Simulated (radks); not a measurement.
Effect of the nuclear size on the gold ion Au3+, [Xe] 4f14 5d8. All-electron calculation, Dirac Kohn-Sham, PBE, spin-unpolarised, spherical densities, finite nucleus; open shells fill j = l - 1/2 first; Fermi nuclear charge, rms radius 5.4371 fm. Program: a radial shooting solver on a logarithmic mesh with Libxc functionals. The rms radius is varied about that value; shifts are against it.

rms radius (fm),total energy shift (eV),density at nucleus (e/bohr^3),1s1/2 shift (meV),2s1/2 shift (meV),5s1/2 shift (meV),5p1/2 shift (meV),5d5/2 shift (meV),6s1/2 (empty) shift (meV),6p1/2 (empty) shift (meV)
4.5237,-30.2,2.307e+06,-12100,-1790,-20.5,-0.398,0.283,-3.17,-0.139
5.013,-14.4,2.214e+06,-5790,-856,-9.81,-0.191,0.135,-1.51,-0.067
5.4371,0,2.143e+06,0.000,0.000,0.000,0.000,0.000,0.000,0.000
5.8775,15.7,2.077e+06,6310,932,10.7,0.209,-0.147,1.65,0.073
6.6713,45.9,1.974e+06,18400,2720,31.2,0.614,-0.430,4.81,0.213

Slopes of the eigenvalues against <r^2> in GHz/fm^2, as finite differences over the two radii next to the reference (eigenvalue slopes, not the field-shift constants of lines): 1s1/2 311000, 2s1/2 45900, 5s1/2 526, 5p1/2 10.3, 5d5/2 -7.26, 6s1/2 (empty) 81.3, 6p1/2 (empty) 3.58.
